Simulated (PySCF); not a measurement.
BBr$_{3}$, SMILES `BrB(Br)Br`, neutral singlet in the gas phase. 

Cartesian coordinates (Å):
```xyz
4

Br     1.8290    -0.4995     0.0381
B      0.0000     0.0000     0.0000
Br    -0.4821     1.8340    -0.0100
Br    -1.3470    -1.3345    -0.0280
```
Charge 0, spin multiplicity 1.

All levels are single points at this geometry (PBE0-D3(BJ)/def2-TZVP); Pople sets use spherical d functions. Orbital energies aren't observables, and empty levels follow the basis.

```json
[
 {"level": "PBE0-D3(BJ)/def2-TZVP in PySCF", "HOMO (eV)": "-8.31", "LUMO (eV)": "-2.10", "gap (eV)": "6.21", "dipole (D)": "0.00", "vertical IE, Delta-SCF (eV)": "10.31"},
 {"level": "B3LYP/6-311+G** (LANL2DZ on Br) in PySCF", "HOMO (eV)": "-8.02", "LUMO (eV)": "-2.12", "gap (eV)": "5.90", "dipole (D)": "0.00", "vertical IE, Delta-SCF (eV)": "–"},
 {"level": "B3LYP/LANL2DZ in PySCF", "HOMO (eV)": "-8.09", "LUMO (eV)": "-2.31", "gap (eV)": "5.78", "dipole (D)": "0.00", "vertical IE, Delta-SCF (eV)": "–"},
 {"level": "BP86/6-31G* in PySCF", "HOMO (eV)": "-7.07", "LUMO (eV)": "-2.95", "gap (eV)": "4.11", "dipole (D)": "0.00", "vertical IE, Delta-SCF (eV)": "–"},
 {"level": "M06-2X/6-31G* in PySCF", "HOMO (eV)": "-9.56", "LUMO (eV)": "-1.36", "gap (eV)": "8.19", "dipole (D)": "0.00", "vertical IE, Delta-SCF (eV)": "–"},
 {"level": "PBE/6-31G* in PySCF", "HOMO (eV)": "-6.96", "LUMO (eV)": "-2.87", "gap (eV)": "4.09", "dipole (D)": "0.00", "vertical IE, Delta-SCF (eV)": "9.83"}
]
```
